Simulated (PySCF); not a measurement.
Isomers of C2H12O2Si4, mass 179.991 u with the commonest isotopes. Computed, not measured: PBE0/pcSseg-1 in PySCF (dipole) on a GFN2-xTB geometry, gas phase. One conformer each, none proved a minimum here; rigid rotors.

Problem. Order these by dipole moment, largest first.
A. `[CH2:1]=[CH:2][Si@H:3]([O:4][SiH3:5])[SiH2:6][O:7][SiH3:8]` with C1–C2–Si3–O4 167°, C2–Si3–O4–Si5 11°, C2–Si3–Si6–O7 -64°
B. `[CH3:1][Si:2]([SiH3:3])([SiH3:4])[SiH2:5][O:6][CH:7]=[O:8]` with C1–Si2–Si5–O6 180°, Si2–Si5–O6–C7 179°, Si5–O6–C7–O8 0°
C. `[CH3:1][CH2:2][O:3][Si@@H:4]1[SiH2:5][SiH2:6][Si@H:7]1[OH:8]` with C1–C2–O3–Si4 169°, C2–O3–Si4–Si5 -67°, Si6–Si7–O8–H 46°, O3–Si4–Si5–Si6 -95°, Si4–Si5–Si6–Si7 -7°, Si5–Si6–Si7–O8 -107°, O3–Si4–Si7–Si6 103°
D. `[O:1]=[CH:2][C:3]([SiH3:4])([SiH3:5])[SiH2:6][O:7][SiH3:8]` with O1–C2–C3–Si4 128°, C2–C3–Si6–O7 52°, C3–Si6–O7–Si8 1°
E. `[CH3:1][SiH2:2][Si@H:3]([SiH2:4][OH:5])[SiH2:6][CH:7]=[O:8]` with C1–Si2–Si3–Si4 -50°, Si2–Si3–Si4–O5 -58°, Si3–Si4–O5–H -40°, Si2–Si3–Si6–C7 65°, Si3–Si6–C7–O8 30°
F. `[CH3:1][SiH:2]([CH3:3])[O:4][SiH:5]1[SiH2:6][O:7][SiH2:8]1` with C1–Si2–O4–Si5 -38°, Si2–O4–Si5–Si6 34°

Solution. E (2.85 D), B (2.49 D), F (2.31 D), D (1.83 D), C (1.64 D), A (1.06 D).

Problem. Order these by out-of-plane moment Σ m c² = (Ia + Ib − Ic)/2, smallest first.
A. `[CH2:1]=[CH:2][Si@H:3]([O:4][SiH3:5])[SiH2:6][O:7][SiH3:8]` with C1–C2–Si3–O4 167°, C2–Si3–O4–Si5 11°, C2–Si3–Si6–O7 -64°
B. `[CH3:1][SiH2:2][Si@H:3]([SiH2:4][OH:5])[SiH2:6][CH:7]=[O:8]` with C1–Si2–Si3–Si4 -50°, Si2–Si3–Si4–O5 -58°, Si3–Si4–O5–H -40°, Si2–Si3–Si6–C7 65°, Si3–Si6–C7–O8 30°
C. `[CH3:1][CH2:2][O:3][Si@@H:4]1[SiH2:5][SiH2:6][Si@H:7]1[OH:8]` with C1–C2–O3–Si4 169°, C2–O3–Si4–Si5 -67°, Si6–Si7–O8–H 46°, O3–Si4–Si5–Si6 -95°, Si4–Si5–Si6–Si7 -7°, Si5–Si6–Si7–O8 -107°, O3–Si4–Si7–Si6 103°
D. `[O:1]=[CH:2][C:3]([SiH3:4])([SiH3:5])[SiH2:6][O:7][SiH3:8]` with O1–C2–C3–Si4 128°, C2–C3–Si6–O7 52°, C3–Si6–O7–Si8 1°
E. `[CH3:1][Si:2]([SiH3:3])([SiH3:4])[SiH2:5][O:6][CH:7]=[O:8]` with C1–Si2–Si5–O6 180°, Si2–Si5–O6–C7 179°, Si5–O6–C7–O8 0°
F. `[CH3:1][SiH:2]([CH3:3])[O:4][SiH:5]1[SiH2:6][O:7][SiH2:8]1` with C1–Si2–O4–Si5 -38°, Si2–O4–Si5–Si6 34°

Solution. A (31.15 u·Å²), F (96.59 u·Å²), C (111.69 u·Å²), D (115.55 u·Å²), B (150.38 u·Å²), E (169.98 u·Å²).

Problem. Order these by radius of gyration √(Σ m r²/M), largest first.
A. `[CH3:1][Si:2]([SiH3:3])([SiH3:4])[SiH2:5][O:6][CH:7]=[O:8]` with C1–Si2–Si5–O6 180°, Si2–Si5–O6–C7 179°, Si5–O6–C7–O8 0°
B. `[CH3:1][SiH2:2][Si@H:3]([SiH2:4][OH:5])[SiH2:6][CH:7]=[O:8]` with C1–Si2–Si3–Si4 -50°, Si2–Si3–Si4–O5 -58°, Si3–Si4–O5–H -40°, Si2–Si3–Si6–C7 65°, Si3–Si6–C7–O8 30°
C. `[CH2:1]=[CH:2][Si@H:3]([O:4][SiH3:5])[SiH2:6][O:7][SiH3:8]` with C1–C2–Si3–O4 167°, C2–Si3–O4–Si5 11°, C2–Si3–Si6–O7 -64°
D. `[CH3:1][SiH:2]([CH3:3])[O:4][SiH:5]1[SiH2:6][O:7][SiH2:8]1` with C1–Si2–O4–Si5 -38°, Si2–O4–Si5–Si6 34°
E. `[O:1]=[CH:2][C:3]([SiH3:4])([SiH3:5])[SiH2:6][O:7][SiH3:8]` with O1–C2–C3–Si4 128°, C2–C3–Si6–O7 52°, C3–Si6–O7–Si8 1°

Solution. C (2.718 Å), A (2.521 Å), D (2.494 Å), B (2.401 Å), E (2.313 Å).

```
                           SMILES  point group  Ia (u·Å²)  Ib (u·Å²)  Ic (u·Å²)      κ  μa (D)  μb (D)  μc (D)
  C[Si]([SiH3])([SiH3])[SiH2]OC=O      near Cs     425.42     888.55     974.01  -0.85    2.47    0.02    0.26
  C=C[Si@H](O[SiH3])[SiH2]O[SiH3]           C1     269.99    1091.06    1298.75  -0.90    0.14    0.98    0.39
   C[SiH](C)O[SiH]1[SiH2]O[SiH2]1           C1     270.33     945.55    1022.71  -0.94    2.24    0.01    0.58
O=CC([SiH3])([SiH3])[SiH2]O[SiH3]           C1     338.49     740.05     847.43  -0.81    0.60    1.73    0.00
  C[SiH2][Si@H]([SiH2]O)[SiH2]C=O           C1     498.69     689.13     887.05  -0.26    0.19    2.55    1.25
  CCO[Si@@H]1[SiH2][SiH2][Si@H]1O           C1     380.30     788.87     945.79  -0.73    0.92    0.77    1.11
```
